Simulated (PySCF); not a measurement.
# `N#CC[C@@H]1C[C@H]1[SiH2]P`, C$_{5}$H$_{10}$NPSi

Molfile (atoms numbered from 1):
```
C5H10NPSi
     RDKit          3D

 18 18  0  0  0  0  0  0  0  0999 V2000
   -2.7608    2.2331   -0.0158 N   0  0  0  0  0  0  0  0  0  0  0  0
   -2.5436    1.2029   -0.4608 C   0  0  0  0  0  0  0  0  0  0  0  0
   -2.2630   -0.0976   -1.0134 C   0  0  0  0  0  0  0  0  0  0  0  0
   -1.0197   -0.7273   -0.4087 C   0  0  2  0  0  0  0  0  0  0  0  0
   -0.6550   -0.4843    1.0168 C   0  0  0  0  0  0  0  0  0  0  0  0
    0.1807    0.1190   -0.0810 C   0  0  1  0  0  0  0  0  0  0  0  0
    1.9154   -0.5349   -0.4203 Si  0  0  0  0  0  4  0  0  0  0  0  0
    2.9185    0.9779   -1.7303 P   0  0  0  0  0  0  0  0  0  0  0  0
   -2.1367    0.0125   -2.0959 H   0  0  0  0  0  0  0  0  0  0  0  0
   -3.1322   -0.7397   -0.8325 H   0  0  0  0  0  0  0  0  0  0  0  0
   -0.8285   -1.7182   -0.8039 H   0  0  0  0  0  0  0  0  0  0  0  0
   -0.2400   -1.3035    1.5846 H   0  0  0  0  0  0  0  0  0  0  0  0
   -1.2797    0.1777    1.5993 H   0  0  0  0  0  0  0  0  0  0  0  0
    0.0351    1.1848   -0.2280 H   0  0  0  0  0  0  0  0  0  0  0  0
    1.8574   -1.7959   -1.1735 H   0  0  0  0  0  0  0  0  0  0  0  0
    2.6086   -0.8002    0.8487 H   0  0  0  0  0  0  0  0  0  0  0  0
    4.1749    0.4153   -1.6116 H   0  0  0  0  0  0  0  0  0  0  0  0
    3.1598    1.8850   -0.7149 H   0  0  0  0  0  0  0  0  0  0  0  0
  1  2  3  0
  2  3  1  0
  3  4  1  0
  4  5  1  0
  5  6  1  0
  6  7  1  0
  7  8  1  0
  6  4  1  0
  3  9  1  0
  3 10  1  0
  4 11  1  6
  5 12  1  0
  5 13  1  0
  6 14  1  1
  7 15  1  0
  7 16  1  0
  8 17  1  0
  8 18  1  0
M  END
```

Method: TDDFT PBE0/def2-SVPD circular dichroism and optical rotation, one conformer, gas phase in PySCF. Geometry: GFN2-xTB.

The molecule is flexible and this is one conformer; a measurement averages over conformers. States above about 7.5 eV (minus the energy of the highest occupied orbital) lie near or above the ionisation threshold and depend on the basis.

Question: Draw the ECD and absorption spectra from the lowest 16 states, each a Gaussian of half-width 0.25 eV at 1/e height.

Answer: 
| E (eV) | λ (nm) | Δε (L mol⁻¹ cm⁻¹) | ε (L mol⁻¹ cm⁻¹) |
| --- | --- | --- | --- |
| 6.00 | 207 | -0.60 | 83.3 |
| 6.15 | 202 | -4.54 | 648 |
| 6.30 | 197 | -16.38 | 2500 |
| 6.45 | 192 | -26.28 | 5000 |
| 6.60 | 188 | -9.77 | 6230 |
| 6.75 | 184 | +28.01 | 7390 |
| 6.90 | 180 | +47.63 | 9160 |
| 7.05 | 176 | +29.15 | 9070 |
| 7.20 | 172 | +6.15 | 7140 |
| 7.35 | 169 | +3.60 | 5450 |
| 7.50 | 165 | +8.15 | 5440 |
| 7.65 | 162 | +7.39 | 5850 |
| 7.80 | 159 | -1.49 | 6200 |

Δε uses R in velocity form, ε uses f in length form. Only the states computed contribute, so the short-wavelength end is incomplete.
